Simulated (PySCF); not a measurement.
In(Br)(OH)2 (BrH2InO2), SMILES [OH][In]([OH])[Br]. Geometry: PBE-D3(BJ)/def2-SVP. The def2 effective core potentials stand for the cores of In; spin–orbit coupling is left out. Other conformers were not sampled.

Question: Give the equilibrium geometry at PBE-D3(BJ)/def2-SVP (PySCF confirms it by a frequency run) as Cartesian coordinates in Å, and its point group. (An estimate is asked for; the answer gives what the named calculation found.)

Answer: One answer among several that fit: point group Cs.
```xyz
6

In    -0.0023    -0.6726     0.0000
Br    -0.0181     1.8186     0.0000
O     -1.7508    -1.6646     0.0000
H     -1.5504    -2.6228     0.0000
O      1.7290    -1.7094     0.0000
H      2.4735    -1.0749     0.0000
```
Charge 0, spin multiplicity 1.
